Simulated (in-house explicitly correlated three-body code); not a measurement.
Computed with an exponentially correlated three-body code. Model: two electrons around a point charge, non-relativistic, variational in 260 exponentially correlated functions (energies converged to about 1e-7 hartree, or 1e-8 relative for large Z).

Command:
```bash
python run_hyl.py task.json out
```
Settings (lengths in bohr, energies in hartree):
```
Z                      26
screening              0.52
interaction_strength   1
functions              260
states_tried           13
```

Time taken, with all properties: 120 s on 1 thread of AMD EPYC 7R43 64-Core Processor (Zen 3), on a shared host.

**Those bound S and P states to n = 4 that converged, binding against the one-electron ion.**

Given: nuclear charge 26; Yukawa screening of all interactions 0.52 1/bohr.

Computed: one-electron threshold -324.680168 hartree.

```
term  energy (hartree)  binding (eV)
1 1S       -633.782074        8411.1
2 3S                 ?             ?
2 1S                 ?             ?
2 3P       -391.028217        1805.4
2 1P       -390.231256        1783.7
3 3S       -348.473617        647.45
3 1S       -348.201878        640.06
3 3P       -348.106467        637.46
3 1P       -347.898893        631.81
4 3S       -334.144485        257.54
4 1S       -334.043144        254.78
4 3P       -333.950853        252.27
4 1P       -333.873037        250.15
```

Problem. What belongs in the row 2 3S?

Solution. energy (hartree): -392.102344; binding (eV): 1834.7.

Problem. What belongs in the row 2 1S?

Solution. energy (hartree): -391.036646; binding (eV): 1805.7.

**Converged states only, values per electron or pair (inverse distances are <exp(-kr)/r>).**

```json
{"term": "1 1S", "mean r (bohr)": "0.058561", "mean r squared (bohr²)": "0.0045814", "mean inverse r (1/bohr)": "25.168", "mean r12 (bohr)": "0.085718", "mean inverse r12 (1/bohr)": "15.421", "mean cosine": "-0.0051183", "mean p1 dot p2 (bohr⁻²)": "3.3445", "delta r1 (bohr⁻³)": "5449.2", "delta r12 (bohr⁻³)": "648.06"}
{"term": "2 3S", "mean r (bohr)": "0.14724", "mean r squared (bohr²)": "0.034918", "mean inverse r (1/bohr)": "15.637", "mean r12 (bohr)": "0.24665", "mean inverse r12 (1/bohr)": "4.2865", "mean cosine": "-0.0017706", "mean p1 dot p2 (bohr⁻²)": "0.26364", "delta r1 (bohr⁻³)": "3119.8", "delta r12 (bohr⁻³)": "-"}
{"term": "2 1S", "mean r (bohr)": "0.14866", "mean r squared (bohr²)": "0.035725", "mean inverse r (1/bohr)": "15.615", "mean r12 (bohr)": "0.24625", "mean inverse r12 (1/bohr)": "5.2862", "mean cosine": "-0.0029573", "mean p1 dot p2 (bohr⁻²)": "0.29852", "delta r1 (bohr⁻³)": "3112.9", "delta r12 (bohr⁻³)": "121.65"}
{"term": "2 3P", "mean r (bohr)": "?", "mean r squared (bohr²)": "?", "mean inverse r (1/bohr)": "?", "mean r12 (bohr)": "?", "mean inverse r12 (1/bohr)": "?", "mean cosine": "?", "mean p1 dot p2 (bohr⁻²)": "?", "delta r1 (bohr⁻³)": "?", "delta r12 (bohr⁻³)": "-"}
{"term": "2 1P", "mean r (bohr)": "0.12964", "mean r squared (bohr²)": "0.026616", "mean inverse r (1/bohr)": "15.601", "mean r12 (bohr)": "0.20602", "mean inverse r12 (1/bohr)": "5.9253", "mean cosine": "0.067542", "mean p1 dot p2 (bohr⁻²)": "48.095", "delta r1 (bohr⁻³)": "2797.8", "delta r12 (bohr⁻³)": "37.656"}
{"term": "3 3S", "mean r (bohr)": "?", "mean r squared (bohr²)": "?", "mean inverse r (1/bohr)": "?", "mean r12 (bohr)": "?", "mean inverse r12 (1/bohr)": "?", "mean cosine": "?", "mean p1 dot p2 (bohr⁻²)": "?", "delta r1 (bohr⁻³)": "?", "delta r12 (bohr⁻³)": "-"}
{"term": "3 1S", "mean r (bohr)": "0.30276", "mean r squared (bohr²)": "0.17272", "mean inverse r (1/bohr)": "13.875", "mean r12 (bohr)": "0.5512", "mean inverse r12 (1/bohr)": "2.1309", "mean cosine": "-0.00091351", "mean p1 dot p2 (bohr⁻²)": "0.093547", "delta r1 (bohr⁻³)": "2886.1", "delta r12 (bohr⁻³)": "33.925"}
{"term": "3 3P", "mean r (bohr)": "0.28264", "mean r squared (bohr²)": "0.15068", "mean inverse r (1/bohr)": "13.875", "mean r12 (bohr)": "0.5126", "mean inverse r12 (1/bohr)": "2.1199", "mean cosine": "-0.01695", "mean p1 dot p2 (bohr⁻²)": "-10.748", "delta r1 (bohr⁻³)": "2793.6", "delta r12 (bohr⁻³)": "-"}
{"term": "3 1P", "mean r (bohr)": "0.28433", "mean r squared (bohr²)": "0.15266", "mean inverse r (1/bohr)": "13.87", "mean r12 (bohr)": "0.514", "mean inverse r12 (1/bohr)": "2.3089", "mean cosine": "0.015108", "mean p1 dot p2 (bohr⁻²)": "10.923", "delta r1 (bohr⁻³)": "2795.9", "delta r12 (bohr⁻³)": "11.472"}
{"term": "4 3S", "mean r (bohr)": "0.5303", "mean r squared (bohr²)": "0.56752", "mean inverse r (1/bohr)": "13.273", "mean r12 (bohr)": "1.0051", "mean inverse r12 (1/bohr)": "0.91129", "mean cosine": "-0.00023748", "mean p1 dot p2 (bohr⁻²)": "0.029397", "delta r1 (bohr⁻³)": "2831.1", "delta r12 (bohr⁻³)": "-"}
{"term": "4 1S", "mean r (bohr)": "0.53343", "mean r squared (bohr²)": "0.57466", "mean inverse r (1/bohr)": "13.27", "mean r12 (bohr)": "1.0111", "mean inverse r12 (1/bohr)": "1.0058", "mean cosine": "-0.00036168", "mean p1 dot p2 (bohr⁻²)": "0.037248", "delta r1 (bohr⁻³)": "2830.6", "delta r12 (bohr⁻³)": "13.002"}
{"term": "4 3P", "mean r (bohr)": "0.51356", "mean r squared (bohr²)": "0.53461", "mean inverse r (1/bohr)": "13.27", "mean r12 (bohr)": "0.97192", "mean inverse r12 (1/bohr)": "1.0019", "mean cosine": "-0.0060808", "mean p1 dot p2 (bohr⁻²)": "-3.8363", "delta r1 (bohr⁻³)": "2794.9", "delta r12 (bohr⁻³)": "-"}
{"term": "4 1P", "mean r (bohr)": "0.51601", "mean r squared (bohr²)": "0.54004", "mean inverse r (1/bohr)": "13.268", "mean r12 (bohr)": "0.97615", "mean inverse r12 (1/bohr)": "1.0726", "mean cosine": "0.0054042", "mean p1 dot p2 (bohr⁻²)": "3.9285", "delta r1 (bohr⁻³)": "2795.7", "delta r12 (bohr⁻³)": "4.5095"}
```

Problem. What belongs in the row 2 3P?

Solution. mean r (bohr): 0.12849; mean r squared (bohr²): 0.026072; mean inverse r (1/bohr): 15.618; mean r12 (bohr): 0.21349; mean inverse r12 (1/bohr): 5.2088; mean cosine: -0.075627; mean p1 dot p2 (bohr⁻²): -48.649; delta r1 (bohr⁻³): 2787.

Problem. What belongs in the row 3 3S?

Solution. mean r (bohr): 0.30062; mean r squared (bohr²): 0.17002; mean inverse r (1/bohr): 13.881; mean r12 (bohr): 0.54765; mean inverse r12 (1/bohr): 1.876; mean cosine: -0.0005889; mean p1 dot p2 (bohr⁻²): 0.075921; delta r1 (bohr⁻³): 2887.6.

**Electric-dipole lines between converged S and P states, rate of the upper state's decay.**

| s state | p state | p minus s (eV) | oscillator strength from s | rate (1/s) |
| --- | --- | --- | --- | --- |
| 1 1S | 2 1P | 6627.4 | 0.78553 | 4.9903e+14 |
| 1 1S | 3 1P | 7779.3 | 0.14996 | 1.3126e+14 |
| 1 1S | 4 1P | 8160.9 | 0.051239 | 4.9359e+13 |
| 2 1S | 2 1P | 21.916 | 0.023467 | 1.6303e+08 |
| 2 1S | 3 1P | 1173.8 | 0.40348 | 8.0413e+12 |
| 2 1S | 4 1P | 1555.5 | 0.091865 | 3.215e+12 |
| 3 1S | 2 1P | ? | ? | ? |
| 3 1S | 3 1P | 8.2447 | 0.054624 | 5.3705e+07 |
| 3 1S | 4 1P | 389.91 | 0.42055 | 9.2476e+11 |
| 4 1S | 2 1P | -1529 | -0.0094492 | 9.585e+11 |
| 4 1S | 3 1P | -377.03 | -0.10279 | 6.3407e+11 |
| 4 1S | 4 1P | 4.6289 | 0.10979 | 3.4026e+07 |
| 2 3S | 2 3P | ? | ? | ? |
| 2 3S | 3 3P | 1197.2 | 0.39595 | 8.2082e+12 |
| 2 3S | 4 3P | 1582.4 | 0.09074 | 3.2863e+12 |
| 3 3S | 2 3P | -1158 | -0.045282 | 2.6347e+12 |
| 3 3S | 3 3P | 9.9907 | 0.065325 | 9.431e+07 |
| 3 3S | 4 3P | 395.18 | 0.4129 | 9.3267e+11 |
| 4 3S | 2 3P | -1547.9 | -0.0094531 | 9.8279e+11 |
| 4 3S | 3 3P | -379.92 | -0.10467 | 6.5557e+11 |
| 4 3S | 4 3P | 5.269 | 0.12368 | 4.9663e+07 |

Problem. What belongs in the row 3 1S 2 1P?

Solution. p minus s (eV): -1143.7; oscillator strength from s: -0.044902; rate (1/s): 2.5485e+12.

Problem. What belongs in the row 2 3S 2 3P?

Solution. p minus s (eV): 29.229; oscillator strength from s: 0.030666; rate (1/s): 3.7893e+08.

**Static dipole response.**

| state | polarisability (bohr³) |
| --- | --- |
| 1 1S | 2.0872e-05 |
| 2 1S | 0.036484 |
| 2 3S | 0.02687 |
